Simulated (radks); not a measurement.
Values are calculated unless marked as measured or tabulated.
Effect of the nuclear size on the rhodium ion Rh2+, [Kr] 4d7. Level of theory: Dirac Kohn-Sham, relativistic LDA (MacDonald-Vosko exchange, VWN5 correlation), spin-unpolarised, spherical densities, finite nucleus; open shells are shared between the two j in proportion to 2j + 1; Fermi nuclear charge, rms radius 4.4945 fm (a radial shooting solver on a logarithmic mesh with Libxc functionals). The rms radius is varied about that value; shifts are against it.

rms radius (fm)  total energy shift (eV)  density at nucleus (e/bohr^3)  1s1/2 shift (meV)  2s1/2 shift (meV)  4s1/2 shift (meV)  4p1/2 shift (meV)  5s1/2 (empty) shift (meV)
3.8608                            -0.571                       1.22e+05               -240              -26.4             -0.898              0.040                     -0.119
4.2158                            -0.261                      1.206e+05               -109              -12.0             -0.410              0.018                     -0.054
4.4945                                 0                      1.197e+05              0.000              0.000              0.000              0.000                      0.000
4.8001                             0.303                      1.187e+05                127               14.0              0.476             -0.021                      0.063
5.335                              0.874                      1.172e+05                367               40.3               1.37             -0.061                      0.182

Slopes of the eigenvalues against <r^2> in GHz/fm^2, as finite differences over the two radii next to the reference (eigenvalue slopes, not the field-shift constants of lines): 1s1/2 10800, 2s1/2 1190, 4s1/2 40.6, 4p1/2 -1.79, 5s1/2 (empty) 5.39.
